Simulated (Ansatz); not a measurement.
Ideal-gas functions of C2H2ClOSi, SMILES `[C]#C[SiH](O)Cl` radical at 500 K and 1 bar, from an Ansatz frequency run at PBE0-D4/def2-TZVP.

Molar mass 105.58 g/mol, point group C1 (symmetry number 1), electronic degeneracy 2, moments of inertia 115.655, 205.737, 294.602 u Å². Harmonic wavenumbers (cm⁻¹, unscaled): 106, 133, 198, 262, 314, 349, 539, 646, 783, 808, 868, 951, 2162, 2313, 3915.

Use S(trans) = R[1.5 ln M + 2.5 ln T − 1.1517]; rotational temperatures θ = 24.2544 K / I; S(rot) = R[ln(√π/σ · √(T³/θAθBθC)) + 1.5]; for each mode x = 1.438777 ν̃/T, S = R[x/(eˣ − 1) − ln(1 − e⁻ˣ)] and H = RT x/(eˣ − 1); 1 cm⁻¹ = 0.0119627 kJ/mol; R = 8.31446 J/(mol·K).

Q: By hand: the entropy, in J/(mol·K).

A: Translation 177.7. Rotation: θ = 0.2097, 0.1179, 0.0823 K, giving 120.5. Vibration, mode by mode: 18.22, 16.35, 13.10, 10.86, 9.43, 8.62, 5.45, 4.26, 3.12, 2.95, 2.58, 2.13, 0.12, 0.08, 0.00, in all 97.3. Electronic 5.8. Sum 401.3 J/(mol·K).

Q: By hand: H − E and G − E in kJ/mol, counted from the electronic energy.

A: Zero-point energy ½ × 14347 × 0.0119627 = 85.8; thermal vibration 24.9; translation, rotation and pV give 4 RT = 16.6. H − E = 127.3 kJ/mol, and G − E = 127.3 − 500 × 401.3/1000 = -73.4 kJ/mol.

Vibration gives 24 % of the entropy, 34.6 J/(mol·K) of it from the modes under 150 cm⁻¹: soft modes count most, and the harmonic formula is weakest for them. The sum counts one conformer and one mirror image; others add a mixing term.
